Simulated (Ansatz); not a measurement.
Consider the substitution at a C–Si bond: `C[Si@H](O)[Si@H](O)F` + `[NH]=[V]([NH2])([NH2])[NH2]` → `C[N]=[V]([NH2])([NH2])[NH2]` + `O[SiH2][SiH](O)F`.

Computed with Ansatz on PBE0-D4/def2-TZVP structures; ΔE is electronic, products minus reactants. CCSD(T)/CBS is the MP2 limit (def2-TZVPP, def2-QZVPP) plus CCSD(T) − MP2 in def2-TZVPP, frozen cores. Functionals use def2-TZVPP. B3LYP here is the variant with VWN-RPA as its local correlation; programs differ in this. HSE06 is defined as in plane-wave codes. For V outer-core shells are correlated without core-valence functions, which leaves a few kJ/mol of doubt a bond. Scalar relativity is left out up to krypton. Each species was taken in one conformer, which may not be the lowest.

`C[Si@H](O)[Si@H](O)F`:

```xyz
13

C    -0.096    0.907   -1.938
Si   -0.622   -0.239   -0.572
O    -1.922    0.426    0.204
Si    1.016   -0.569    1.084
O     0.109   -0.621    2.458
F     2.041    0.666    1.161
H     0.243    1.864   -1.538
H     0.720    0.466   -2.517
H    -0.932    1.092   -2.617
H    -0.972   -1.572   -1.150
H    -1.999    0.217    1.138
H     1.890   -1.773    1.001
H     0.524   -0.864    3.287
```

`[NH]=[V]([NH2])([NH2])[NH2]`:

Z-matrix (Å, degrees):
```
V
N 1 1.835
N 1 1.861 2 105.5
N 1 1.624 2 106.3 3 -124.4
N 1 1.835 2 117.2 3 117.0
H 2 1.007 1 125.9 3 131.6
H 2 1.011 1 121.7 3 -61.6
H 3 1.011 1 121.1 2 -45.1
H 3 1.011 1 121.0 2 168.8
H 4 1.012 1 155.7 2 117.2
H 5 1.007 1 125.8 2 111.7
H 5 1.011 1 121.7 2 -54.7
```

`C[N]=[V]([NH2])([NH2])[NH2]`:

Cartesian coordinates in Å:
```
C 0.951 -1.524 -1.633
N 0.398 -0.638 -0.683
V -0.234 0.375 0.402
N 0.979 1.744 0.689
N -0.539 -0.570 1.964
N -1.821 1.038 -0.283
H 0.855 -2.565 -1.300
H 0.443 -1.430 -2.600
H 2.017 -1.316 -1.789
H 1.771 1.960 0.105
H 1.110 2.125 1.616
H -1.363 -0.387 2.520
H -0.158 -1.476 2.188
H -2.081 2.003 -0.129
H -2.327 0.659 -1.068
```

`O[SiH2][SiH](O)F`:

Cartesian coordinates in Å:
```
O -0.609 1.557 -0.593
Si 0.204 0.895 0.699
Si 0.305 -1.347 -0.002
O -0.843 -1.499 -1.156
F 1.762 -1.638 -0.602
H -0.772 2.501 -0.600
H -0.563 1.075 1.966
H 1.533 1.542 0.891
H 0.063 -2.400 1.009
H -1.080 -0.687 -1.613
```

| level | ΔE (kcal/mol) | difference from CCSD(T)/CBS |
| --- | --- | --- |
| LDA (SPW92) | 10.9 | -1.2 |
| PBE-D4 | 11.6 | -0.5 |
| BLYP-D4 | 11.4 | -0.7 |
| r2SCAN-D4 | 12.7 | 0.6 |
| B97M-V | 13.2 | 1.1 |
| PBE0-D4 | 12.1 | 0.0 |
| B3LYP-D4 | 11.8 | -0.3 |
| r2SCANh-D4 | 12.8 | 0.7 |
| r2SCAN0-D4 | 13.0 | 0.9 |
| HSE06-D4 | 12.0 | -0.1 |
| BHLYP-D4 | 12.4 | 0.3 |
| ωB97X-V | 12.5 | 0.4 |
| B2PLYP | 9.9 | -2.2 |
| PBE-QIDH | 10.2 | -1.9 |
| PBE | 11.3 | -0.8 |
| revPBE | 11.1 | -1.0 |
| r2SCAN | 12.7 | 0.6 |
| PBE0 | 11.9 | -0.2 |
| B3LYP | 11.2 | -0.9 |
| r2SCANh | 12.8 | 0.7 |
| r2SCAN0 | 12.9 | 0.8 |
| HSE06 | 11.8 | -0.3 |
| BHLYP | 11.9 | -0.2 |
| CAM-B3LYP | 11.8 | -0.3 |
| LC-ωPBE | 12.7 | 0.6 |
| RPA@PBE/def2-TZVPP | 11.4 | -0.7 |
| HF/def2-SVP | 8.7 | -3.4 |
| MP2/def2-SVP | 3.1 | -9.0 |
| CCSD/def2-SVP | 7.8 | -4.3 |
| CCSD(T)/def2-SVP | 7.3 | -4.8 |
| HF/def2-TZVPP | 12.2 | 0.1 |
| MP2/def2-TZVPP | 6.5 | -5.6 |
| SCS-MP2/def2-TZVPP | 6.9 | -5.2 |
| CCSD/def2-TZVPP | 12.3 | 0.2 |
| CCSD(T)/def2-TZVPP | 11.8 | -0.3 |
| HF/def2-QZVPP | 12.2 | 0.1 |
| SCS-MP2/def2-QZVPP | 7.1 | -5.0 |
| HF/CBS(def2) | 12.2 | 0.1 |
| MP2/CBS(def2) | 6.8 | -5.3 |
| CCSD/CBS(def2) | 12.6 | 0.5 |
| CCSD(T)/CBS | 12.1 | 0 |

Largest T1 diagnostic among the species: 0.032, so the coupled-cluster value is less sure than usual.

From BLYP to BHLYP (50 % exact exchange), in def2-TZVPP and without D4, ΔE moves by +1.2 kcal/mol. At CCSD(T), def2-SVP lies −4.8 kcal/mol from the extrapolated value and def2-TZVPP −0.3 kcal/mol. Leaving LDA and LC-ωPBE aside and taking each functional with its dispersion term where it has one, the values, not all of them listed here, spread over 3.9 kcal/mol, from B2PLYP to ωB97M-V.
